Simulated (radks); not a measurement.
Question: Coherent X-ray form factor from a spherical all-electron density. Calculated with a radial shooting solver on a logarithmic mesh with Libxc functionals: scalar-relativistic Kohn-Sham, SCAN, spin-polarised, spherical densities, finite nucleus; meta-GGA in the generalised Kohn-Sham scheme; Fermi nuclear charge, rms radius of each element as measured or else 0.836 A^(1/3) + 0.57 fm.

sin(theta)/lambda (1/angstrom),f0 (electrons)
0.05,80.933
0.1,78.110
0.15,74.327
0.2,70.257
0.25,66.255
0.3,62.449
0.4,55.551
0.5,49.642
0.6,44.663
0.8,36.827
1,30.756
1.25,24.763
1.5,20.374
2,15.430

The species is in the configuration that NIST lists as its ground one. Which atom or ion scatters so?

Answer: The bismuth ion Bi+, [Hg] 6p2. Extrapolating in s^2 from the first two rows gives f0(0) = 81.9, near the electron count 82; among species with that count, the fall with angle is slower the higher Z, and the table is that of Z = 83; from so few rows the species is fixed only to a neighbour or two.
